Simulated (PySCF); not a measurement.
C4H12N (cation, charge +1), SMILES C[N+](C)(C)C (GFN2-xTB optimised geometry):

```
17

C      0.605     0.748     2.407
N      0.122     0.079     1.185
C     -1.352     0.091     1.167
C      0.634     0.791     0.000
C      0.603    -1.315     1.166
H      0.258     1.779     2.434
H      1.693     0.746     2.434
H      0.234     0.233     3.291
H     -1.723    -0.400     0.269
H     -1.721     1.115     1.182
H     -1.744    -0.433     2.037
H      0.286     1.823     0.000
H      1.723     0.791     0.000
H      0.286     0.307    -0.911
H      1.691    -1.340     1.178
H      0.233    -1.854     2.036
H      0.253    -1.823     0.268
```

Computed with CAM-B3LYP/def2-SVP (PySCF).

Q: What are the frontier orbital energies?

A: HOMO-2 -17.49 eV, HOMO-1 -17.49 eV, HOMO -17.49 eV, LUMO -2.60 eV, LUMO+1 -1.03 eV.

On the same geometry PBE/def2-SVP (PySCF 2.14.0) gives HOMO-2 -14.44 eV, HOMO-1 -14.44 eV, HOMO -14.44 eV, LUMO -4.45 eV, LUMO+1 -2.99 eV.

Meta-Löwdin charges at CAM-B3LYP/def2-SVP: C1 -0.20, N2 0.13, C3 -0.20, C4 -0.20, C5 -0.20, H6 0.14, H7 0.14, H8 0.14, H9 0.14, H10 0.14, H11 0.14, H12 0.14, H13 0.14, H14 0.14, H15 0.14, H16 0.14, H17 0.14.
